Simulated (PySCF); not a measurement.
Si(H)2(OMe)(SH), SMILES O(C)[SiH2]S, singlet, B3LYP/def2-SVP optimised geometry. Atoms within 1.6 Å of the plane z = 0.0 Å (x, y, z in Å): Si1 (0.40, 0.19, 0.00), O3 (-0.05, -0.63, 1.38), H5 (1.88, 0.19, 0.00), H6 (-0.17, 1.56, 0.00), H8 (-1.88, -1.56, 1.00).

Method: B3LYP/def2-TZVP (PySCF). Cells within 0.4 Å of a nucleus heavier than hydrogen are left out (blank, or x).

Map of the log10 of the electron density (e/bohr³), floored at −4 on the plane z = 0.0 Å:

```
|00000000000000000000000000000|
|00000000000000000000000000000|
|00000000000000000000000000000|
|00000000000112211100000000000|
|00000000011233332210000000000|
|00000000122344443321000000000|
|00000000123455554332100000000|
|00000001234567765433211000000|
|00000001234678876543332110000|
|00000001235678876654443221000|
|00000001235677877665554332100|
|00000001234567777666665432100|
|00000011234567899777776543100|
|000000122345679xx978887543200|
|000001123345679xx878887543200|
|00001122334566788777776543100|
|00001223344556666666665432100|
|00012233444556666555544321000|
|00012334444455555444433211000|
|00012344444444444433322100000|
|00012334443334443322111000000|
|00012233333333332221100000000|
|00001223332222222110000000000|
|00001122222111111000000000000|
|00000011111110000000000000000|
|00000000000000000000000000000|
|00000000000000000000000000000|
|00000000000000000000000000000|
|00000000000000000000000000000|
```
Scale: ten equal steps from -4.00 (start of '0') to -0.057 (end of '9'), in the order '0123456789'; x runs from -4.00 to 4.00, y from -4.00 (bottom) to 4.00 (top).
